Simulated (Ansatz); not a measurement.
The cluster Rb4Br3, relaxed as a doublet with UKS PBE-D4/def2-SVP in Ansatz, starting from the GFN2-xTB geometry. Force threshold 0.02 eV/Å.

In the def2 sets Rb takes a core potential; there is no spin–orbit coupling. The structure comes from a short search, and lower isomers may exist.

Start:

```csv
atom,x (Å),y (Å),z (Å)
Rb1,-2.414,-2.240,0.399
Rb2,1.153,1.534,-3.036
Rb3,-0.207,2.601,0.668
Rb4,1.480,-2.153,1.625
Br5,-1.008,-0.009,2.465
Br6,2.421,0.352,-0.263
Br7,-1.424,-0.085,-1.857
```

Question: Estimate the energy that the relaxation releases and the steps that it takes.

Answer: 69.2 kJ/mol, in 12 steps; 82 s on 4 threads of Arm Neoverse V2 on a shared host. No frequencies were taken in this run, so the end may be a saddle point.

Question: Does the start keep its bonding?

Answer: By distances, no bond broke or formed, bridged metal pairs apart. The bond that changes most is Rb3–Br7, from 3.88 to 3.33 Å (atoms count from 1). Metal–metal contacts that move far: Rb1–Rb2 6.23 to 4.76 Å, Rb2–Rb4 5.95 to 4.76 Å, Rb1–Rb3 5.33 to 4.64 Å. The end is the same structure that another start reached, the lowest one found.

Question: Predict the relaxed structure.

Answer: 
```csv
atom,x (Å),y (Å),z (Å)
Rb1,-2.433,-1.836,-0.171
Rb2,1.103,-0.112,-2.849
Rb3,-0.410,2.204,0.893
Rb4,2.007,-1.705,1.544
Br5,-0.967,-0.630,2.550
Br6,2.561,1.105,-0.130
Br7,-1.862,0.974,-1.838
```
Bond lengths (bridged metal pairs left out): 9 × Br–Rb 3.32 to 3.33 Å.
